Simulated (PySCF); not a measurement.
This script is equivalent to a calculation on P⁺ (phosphorus, charge +1).

```python
from pyscf import gto, scf, dft, mp, cc
import basis_set_exchange as bse
mol = gto.M(atom="P 0 0 0", charge=1, spin=2, symmetry="D2h",
            basis=gto.basis.parse(bse.get_basis("jorge-DZP-DKH", elements=["P"], fmt="nwchem", header=False)),
            nucmod="G")
mf = scf.UHF(mol).sfx2c1e()
mf.irrep_nelec = {'Ag': (3, 3), 'B1u': (2, 1), 'B2u': (2, 1), 'B3u': (1, 1)}
mf.kernel()
```

Q: What total energy does it give?

A: -341.15659 hartree (calculated).

Q: Which occupied shell lies highest, and where?

A: 3p α, at -19.693 eV.

Q: What is ⟨S²⟩, and what would a pure spin state give?

A: 2.010, against 2.00.
